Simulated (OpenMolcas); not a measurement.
**Nb4+ in a ligand field**

Nb4+ with 6 ligands (chloride) in octahedral coordination (Oh) at 2.44 Å. A charge of +0.333 e stands 3.2 Å behind each ligand. Ligand basis ANO-RCC-VDZP.

```
Program             : OpenMolcas
Method              : CASSCF
Basis               : ANO-RCC-VTZP [7s6p4d2f1g]
Scalar Hamiltonian  : DKH2, point nucleus
Active space        : 1 electron in 5 orbitals (4d)
State averaging     : 2S+1 = 2 even, 5 roots
Spin-orbit coupling : RASSI with atomic mean-field integrals over the reference wave functions
```

The lowest spin-free states (labels of O, the rotations of Oh), above the lowest:

| State | Degeneracy | E (cm-1) |
| --- | --- | --- |
| 2T2 | 3 | 0.0 |
| 2E | 2 | 22087 |

The lowest levels with spin-orbit coupling:

| E (cm-1) | Degeneracy | Label | 2S+1 | g |
| --- | --- | --- | --- | --- |
| 0.0 | 4 | Γ8 | 2 |  |
| 900.7 | 2 |  | 2 | 1.91 1.91 1.91 |
| 22420 | 4 | Γ8 | 2 |  |

Powder χT (cm3 K/mol): 0.0023 at 2 K, 0.00667 at 10 K, 0.0285 at 50 K, 0.0559 at 100 K, 0.111 at 200 K, 0.164 at 300 K. The effective moment at 300 K is 2.828 √(χT) = 1.15 μB.

The lowest level has 2S+1 = 2, for which the spin-only value is χT = S(S+1) / 2 = 0.375 cm3 K/mol (g = 2). The computed 0.164 at 300 K differs by -0.211, through orbital momentum, spin-orbit coupling and any other state in reach. With a threefold ground state the orbital momentum is unquenched, so the spin-only value is not expected to hold.

Metal share of the active 4d orbitals (Löwdin): 73, 73, 90, 90, 90 %; Mulliken charge of the metal 1.34.

The gap between the two states is 10Dq = 22087 cm-1.

An orbital triplet at a regular site is open to Jahn-Teller coupling, which can distort the site and quench the lowest spin-orbit gaps and is left out. The least metal-like active orbital is 73 % on the metal (Löwdin) and no ligand orbital is active, so the numbers are rough. With metal d orbitals alone the field can be off either way by tens of per cent. Ligand-to-metal charge-transfer states are missing. No measured value stands beside these numbers; the geometry was imposed, not optimised, and the real ion may take another.

The RASSCF and RASSI steps took 25 s on 1 thread of Arm Neoverse V1 (shared host); the integral step is not counted.
